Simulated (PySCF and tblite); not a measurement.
Values are calculated unless marked as measured or tabulated.
C8H7F, numbered as in [CH2:1]=[CH:2][c:3]1[cH:4][cH:5][cH:6][c:7]([F:8])[cH:9]1.

Level: PBE0-D3(BJ)/def2-SVPD (IEF-PCM, chloroform)//PBE0-D3(BJ)/def2-SVP, thermal terms from GFN2-xTB, symmetry numbers and mirror pairs counted. Conformers within 3 kcal/mol (GFN2-xTB free energy) were kept, 8 at most. GIAO shieldings: WP04/pcSseg-1 (IEF-PCM, chloroform). Shifts are against TMS (¹H), TMS (¹³C), CFCl3 (¹⁹F) at the same level; of two unlike H on one atom, a is the less shielded. Codes: tblite and PySCF.

(1) What shifts does this protocol give at 298.15 K under fast conformational exchange?

(2) How do the conformers differ?

(3) Which signal moves most, for its nucleus, between 150 and 400 K through the change of populations alone?

Unscaled ¹⁹F shifts at such levels can be off by tens of ppm; differences between conformers or isomers are more reliable. Shifts are unscaled: against experiment ¹³C can be off by 15 ppm or more and ¹H by 0.8 ppm.

Results:

(1) ¹H: 7.25 (H5, 1H), 7.16 (H4, 1H), 7.13 (H9, 1H), 6.92 (H6, 1H), 6.40 (H2, 1H), 6.01 (H1a, 1H), 5.47 (H1b, 1H) ppm. ¹³C: 172.2 (C7), 144.9 (C3), 142.5 (C2), 136.0 (C5), 129.1 (C4), 121.5 (C6), 121.3 (C1), 118.9 (C9) ppm. ¹⁹F: -119.0 (F8) ppm.

(2) Torsions listed: C1–C2–C3–C4.
| conformer | shape | weight % |
| --- | --- | --- |
| 1 | -178° | 57.1 |
| 2 | 2° | 42.9 |

```csv
signal,1,2,average
H1a,5.99,6.04,6.01
H1b,5.47,5.48,5.47
H2,6.42,6.37,6.40
H4,6.89,7.52,7.16
H5,7.24,7.26,7.25
H6,6.92,6.91,6.92
H9,7.38,6.79,7.13
C1,121.2,121.4,121.3
C2,142.4,142.6,142.5
C3,144.9,145.0,144.9
C4,132.1,125.3,129.1
C5,136.2,135.8,136.0
C6,121.8,121.1,121.5
C7,172.3,172.2,172.2
C9,115.9,122.8,118.9
F8,-119.1,-119.0,-119.0
```

(3) H4: 7.12 ppm at 150 K, 7.14 ppm at 200 K, 7.15 ppm at 250 K, 7.16 ppm at 298.15 K, 7.17 ppm at 400 K. Exchange is taken as fast throughout; ring flips and hindered rotations can be slow on the NMR time scale at the lower temperatures.
